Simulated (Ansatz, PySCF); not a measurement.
H$_{7}$OP$_{3}$Sn, singlet, at a GFN2-xTB geometry (such geometries of metal compounds can be far from the true shape) (all electrons, no relativity). Base run: PySCF with CASSCF(4,4)/STO-3G.

The PySCF input:
```python
from pyscf import gto, scf, mcscf
import numpy

mol = gto.Mole()
mol.atom = '''
    O    -0.600349   -0.711230    1.844630
    Sn   -0.007714   -0.009743    0.049257
    P     2.546667    0.190212    0.246179
    P    -1.414463    2.131425    0.148310
    P    -0.757016   -1.927083   -1.490226
    H    -0.106497   -1.426134    2.237712
    H     2.770777   -0.855891   -0.634903
    H     2.635538    1.122254   -0.773791
    H    -2.239262    1.564573    1.103830
    H    -0.598896    2.691427    1.120265
    H    -0.805397   -1.127063   -2.620906
    H    -2.095587   -1.710511   -1.216026
'''
mol.basis = 'sto-3g'
mol.charge = 0
mol.spin = 0
mol.verbose = 3
mol.build()

mf = scf.RHF(mol)
mf.kernel()
mc = mcscf.CASSCF(mf, 4, 4)
mc.fix_spin_(ss=0.0)
mc.kernel()
occ = numpy.linalg.eigvalsh(mc.fcisolver.make_rdm1(mc.ci, mc.ncas, mc.nelecas))[::-1]
ss = mc.fcisolver.spin_square(mc.ci, mc.ncas, mc.nelecas)[0]
print('natural occupations', occ.round(4), ' <S^2>', round(ss, 4))
```

Programs used: Ansatz (a quantum-chemistry and plane-wave program), PySCF; a row that names a program was run with it.

The base run was repeated with changes; each row names its change, and settings that it needs were set with it.

| change | ΔE vs base (mEh) | natural occupations | <S^2> of the state |
|---|---|---|---|
| base | 0.000 | 1.97 1.96 0.04 0.03 | 0.00 |
| active space = 6 electrons, 7 orbitals | -19.362 | 1.97 1.96 1.96 0.04 0.04 0.03 0.00 | 0.00 |
| code = ansatz; correction = SC-NEVPT2, all electrons | -157.0 | - | - |
| start = MP2 natural orbitals | -5.029 | 1.97 1.96 0.04 0.03 | 0.00 |
| correction = SC-NEVPT2 | -156.5 | 1.97 1.96 0.04 0.03 | 0.00 |
| state_average = 2 states | 11.854 | - | - |
| orbitals = fixed (CASCI); correction = SC-NEVPT2 | -153.7 | 1.99 1.99 0.01 0.01 | 0.00 |
| code = ansatz | -4.941 | - | - |
| active space = 8 electrons, 6 orbitals | -2.435 | 2.00 2.00 1.97 1.96 0.04 0.03 | 0.00 |
| active space = 2 electrons, 3 orbitals | 12.554 | 1.97 0.03 0.00 | 0.00 |
| active space = 6 electrons, 6 orbitals | -13.874 | 1.97 1.96 1.96 0.05 0.03 0.03 | 0.00 |

Active orbitals are taken around the Fermi level unless the row says otherwise; CASSCF can end in different local minima, and two programs can end on different orbitals. State-averaged rows give the lowest state.
